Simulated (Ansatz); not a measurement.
Saddle point of Si2H6ClF, singlet (Si₂H₅Cl ([SiH3][SiH2][Cl]) + HF → SiH₂ClF ([F][SiH2][Cl]) + SiH₄; bonds formed: Si1–F7, Si2–H6; bonds broken: Si1–Si2, H6–F7), PBE0-D4/def2-TZVP structure:

```
atom    x (Å)    y (Å)    z (Å)
 Si1   0.1189  -1.1196  -0.4994
 Si2  -0.2886   1.2793   0.4329
  H3  -0.4875  -2.2527   0.2147
  H4   1.1282  -1.2901  -1.5549
 Cl5  -1.5364  -0.5446  -1.6966
  H6   0.8328  -0.0880   0.7076
  F7   1.5337  -1.0809   0.8079
  H8   0.5169   1.9121   1.5188
  H9  -0.1302   2.0557  -0.8137
 H10  -1.6876   1.1286   0.8827
```

Energies are electronic, without zero-point energy. Barriers and step energies count from the start structure reached by relaxing down the imaginary mode; all methods use the PBE0-D4 structures, on which another method's saddle can fall below an end. Program: Ansatz 0.2.0. Basis: def2-TZVPP, with def2-QZVPP for the basis limit. Cores are frozen in the correlated methods. B3LYP uses VWN-RPA correlation. Extrapolation: Hartree–Fock as exp(−7.88 √X), correlation as X^−2.97.

| method | barrier (kJ/mol) | step energy (kJ/mol) |
| --- | --- | --- |
| SPW92 | 88.0 | -105.4 |
| PBE-D4 | 116.8 | -110.7 |
| BLYP-D4 | 131.3 | -131.9 |
| r2SCAN-D4 | 127.0 | -132.1 |
| B97M-V | ? | -136.1 |
| PBE0-D4 | 138.9 | -117.7 |
| B3LYP-D4 | 147.2 | -136.4 |
| r2SCAN0-D4 | 144.1 | -133.3 |
| BHLYP-D4 | ? | -145.5 |
| CAM-B3LYP-D4 | 149.5 | -144.2 |
| wB97X-V | 149.6 | -135.8 |
| wB97M-V | 143.2 | -139.6 |
| B2PLYP | 152.3 | -144.2 |
| PBE-QIDH | 151.8 | -131.2 |
| RPA on PBE | ? | -141.9 |
| HF | 226.8 | -170.7 |
| MP2 | 150.7 | -142.4 |
| CCSD | 172.8 | -141.8 |
| CCSD(T) | 160.0 | -137.4 |

Task: Fill in the withheld barriers. (To be estimated.)

Result: Computed: BHLYP-D4 170.9; B97M-V 146.9; RPA on PBE 154.9 kJ/mol. Each is the energy of the saddle less that of the start structure, by the same method.

For comparison, the barrier by CCSD(T) at an estimated basis limit (MP2 extrapolated from triple and quadruple zeta, plus CCSD(T) − MP2 in triple zeta) is 156.5 kJ/mol.

The T1 diagnostic stays at or below 0.013.

Labels in which every atom is bracketed show which atoms are joined, not bond orders.

For scale, one of the runs: CCSD(T)/def2-TZVPP, 241 basis functions, launched by `ansatz run in.yaml --threads 4 --pin off --events-out ev --progress --plain --max-ram 9574MiB`. Time: 98 s of wall clock on 4 CPU threads of an Arm Neoverse V1; the host was shared. Peak host memory: 4.3 GiB.
